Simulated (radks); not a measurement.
Values are calculated unless marked as measured or tabulated.
Mean orbital radii <r> (bohr) of the tellurium ion Te3+, [Kr] 4d10 5s2 5p1, at several levels of relativity; Dirac values are averaged over j with weights 2j + 1. Spin-unpolarised spherical Kohn-Sham, PBEsol, point nucleus unless stated (finite: rms radius 4.7423 fm), a radial shooting solver on a logarithmic mesh with Libxc functionals. A level marked "c x" has the speed of light scaled by that factor and shares open shells by 2j + 1; other Dirac levels either fill j = l - 1/2 first or share by 2j + 1.

shell  non-rel.  scalar-rel., finite nucleus  Dirac, low j first  Dirac, 2j+1 shares, finite nucleus  change of magnitude, last against first (%)
1s      0.02925                      0.02782             0.02782                             0.02782                                        -4.88
2s       0.1261                       0.1199              0.1195                              0.1195                                        -5.23
2p       0.1074                       0.1048              0.1046                              0.1046                                        -2.64
3s       0.3359                       0.3223              0.3220                              0.3220                                        -4.14
3p       0.3264                       0.3204              0.3200                              0.3200                                        -1.98
3d       0.2971                       0.2969              0.2969                              0.2969                                        -0.05
4s       0.7944                       0.7643              0.7643                              0.7643                                        -3.78
4p       0.8331                       0.8204              0.8200                              0.8200                                        -1.57
4d       0.9579                       0.9649              0.9655                              0.9653                                        +0.77
5s        1.985                        1.917               1.919                               1.917                                        -3.41
5p        2.245                        2.222               2.223                               2.221                                        -1.05
